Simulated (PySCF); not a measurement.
W(NH)(S)(OH)(NH2) (H4N2OSW), SMILES [NH]=[W]([NH2])([OH])=[S], multiplicity 1. Coordinates come from a PBE0-D3(BJ)/def2-SVP optimisation. The spin state was assumed, not searched. The structure was generated by enumeration; whether it is a known compound was not checked. The def2 effective core potentials stand for the cores of W; spin–orbit coupling is left out. Other conformers were not sampled.

Computed equilibrium geometry at PBE0-D3(BJ)/def2-SVP (PySCF confirms it by a frequency run) as bond lengths and angles (one conformer of several):
Atoms: W1 N2 H3 S4 O5 H6 N7 H8 H9. Bond lengths (Å): W1–N2 1.743, W1–S4 2.150, W1–O5 1.895, W1–N7 1.935, N2–H3 1.017, O5–H6 0.963, N7–H8 1.015, N7–H9 1.017. Angles (°): N2–W1–S4 111.9, N2–W1–O5 109.6, N2–W1–N7 104.7, S4–W1–O5 110.0, S4–W1–N7 109.1, O5–W1–N7 111.4, W1–N2–H3 153.4, W1–O5–H6 124.9, W1–N7–H8 124.6, W1–N7–H9 123.2, H8–N7–H9 111.4.
